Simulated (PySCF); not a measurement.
C₉H₆F (doublet state).
Atom-mapped SMILES: `[CH:1]#[C:2][C@@:3]12[CH:4]=[C:5][C@@H:6]([CH:7]=[CH:8]1)[C@H:9]2[F:10]` (hydrogens: H11 on C1; H12 on C4; H13 on C6; H14 on C7; H15 on C8; H16 on C9)

Cartesian coordinates in Å at the GFN2-xTB level; atoms count from 1:
```xyz
16
C9H6F angstrom
C      2.6612   -1.5012   -0.5977
C      1.6666   -0.8859   -0.3315
C      0.4927   -0.1552    0.0211
C      0.2894    0.0790    1.5626
C     -0.9725    0.3865    1.6839
C     -1.6650    0.4107    0.3513
C     -1.0066    1.5330   -0.4349
C      0.2620    1.2034   -0.6304
C     -0.8976   -0.7951   -0.2440
F     -1.1662   -1.0193   -1.5648
H      3.5253   -2.0373   -0.8557
H      1.0898   -0.0094    2.2656
H     -2.7484    0.3714    0.3378
H     -1.5221    2.4264   -0.7269
H      1.0432    1.7440   -1.1271
H     -1.0594   -1.7420    0.2791
```

The hyperfine couplings belong to this conformer and change with its torsions.

Computed with PySCF 2.14.0, UKS B3LYP, pcH-1 on C F H, non-relativistic, mean-field spin-orbit, GIAO. Geometry: GFN2-xTB; no solvent, vibrations or thermal averaging. Couplings are sensitive to structure, and on GFN2-xTB geometries they can be far from those on DFT ones. No stability test was run, so a lower SCF solution isn't excluded.

Question: Give the isotropic g value and a_iso(13C) at C5.

Answer: g_iso = 2.00238 and a = +447.43 MHz, or +15.965 mT (Mulliken spin population +0.96). 13C makes up about 1.07 % of the natural element, so this concerns labelled samples or satellites.

Question: For one electron spin and this one nucleus (I = 1/2, g_N = 1.4048), compare first-order, second-order and exact resonance fields at 34.154 GHz.

Answer: First order: B = B0 − a·mI with B0 = 1218.661 mT. Second order subtracts a²[I(I+1) − mI²]/(2B0). The exact fields come from the Breit–Rabi levels of H = g μB B Sz − g_N μN B Iz + a S·I.

| mI | first order (mT) | second order (mT) | exact (mT) | exact − first order |
| --- | --- | --- | --- | --- |
| −1/2 | 1226.644 | 1226.592 | 1226.592 | -0.052 |
| +1/2 | 1210.679 | 1210.627 | 1210.626 | -0.053 |

Question: Someone takes the midpoint and the distance of the outer exact lines at face value. What g and a result?

Answer: Their midpoint, 1218.609 mT, gives an apparent g of 2.00247 (true 2.00238), and their distance over 2I an apparent |a| of 15.966 mT (true 15.965).

Question: Give the zero-field levels of this pair of spins.

Answer: F = I ± 1/2 = 1 and 0, at a·I/2 = +111.9 MHz and −a(I+1)/2 = -335.6 MHz, that is |a|(I + 1/2) = 447.4 MHz apart; F = 0 lies lower.

Other couplings of abundant isotopes, left aside here: 1 × 1H 42 MHz, 1 × 1H 23 MHz, 1 × 19F 5 MHz, 1 × 1H 3 MHz.

Hardware: one thread, Arm Neoverse V2 (aarch64), shared host with 32 logical CPUs at a one-minute load of 20. Cost: 1.9 min of wall time (grids of density and orbitals included), 1.1 GiB resident at most.
